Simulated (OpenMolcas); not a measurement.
Ag2+ (d9) in a complex was computed by CASSCF with the d shell active (OpenMolcas, ANO-RCC-VDZP on the metal). Its lowest spin-free states, and all those of the highest spin:

```json
{"2S+1": "2", "Degeneracy": "2", "E (cm-1)": "0.0"}
{"2S+1": "2", "Degeneracy": "1", "E (cm-1)": "4958"}
{"2S+1": "2", "Degeneracy": "2", "E (cm-1)": "5697"}
```

Is the site octahedral, tetrahedral or cube-like, axial, or of lower symmetry?

The states with 2S+1 = 2 have orbital degeneracies 2, 1, 2. There are pairs but no triples, so the site is axial: not cubic, but with a proper or improper axis of order three or more. The run had Ag2+ with 6 ligands (fluoride) in trigonal prismatic coordination (D3h) at 2.25 Å, a polar angle of 47.5° against the regular 49.1°. A charge of +0.667 e stands 2.6 Å behind each ligand. Ligand basis ANO-RCC-VDZP.

An orbital doublet at a regular site is open to a Jahn-Teller distortion, which this geometry leaves out. With metal d orbitals alone the field can be off either way by tens of per cent. Ligand-to-metal charge-transfer states are missing. No measured value stands beside these numbers; the geometry is a model, was not optimised and need not be the one that this ion takes.
